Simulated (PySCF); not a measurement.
Radial density of Be (beryllium, neutral)

revPBE, [He] 2s2, closed-shell 1S. Calculation: PySCF 2.14, in aug-cc-pVDZ; the non-relativistic Hamiltonian (point nucleus).

```json
{"r (bohr)": "0.00835", "4πr²ρ (e/bohr)": "0.02893"}
{"r (bohr)": "0.0141", "4πr²ρ (e/bohr)": "0.07858"}
{"r (bohr)": "0.0236", "4πr²ρ (e/bohr)": "0.2052"}
{"r (bohr)": "0.0398", "4πr²ρ (e/bohr)": "0.5118"}
{"r (bohr)": "0.0669", "4πr²ρ (e/bohr)": "1.167"}
{"r (bohr)": "0.112", "4πr²ρ (e/bohr)": "2.313"}
{"r (bohr)": "0.189", "4πr²ρ (e/bohr)": "3.614"}
{"r (bohr)": "0.318", "4πr²ρ (e/bohr)": "3.846"}
{"r (bohr)": "0.535", "4πr²ρ (e/bohr)": "2.195"}
{"r (bohr)": "0.900", "4πr²ρ (e/bohr)": "0.6106"}
{"r (bohr)": "1.51", "4πr²ρ (e/bohr)": "0.6734"}
{"r (bohr)": "2.55", "4πr²ρ (e/bohr)": "0.7165"}
{"r (bohr)": "4.28", "4πr²ρ (e/bohr)": "0.1854"}
{"r (bohr)": "7.21", "4πr²ρ (e/bohr)": "0.007030"}
```
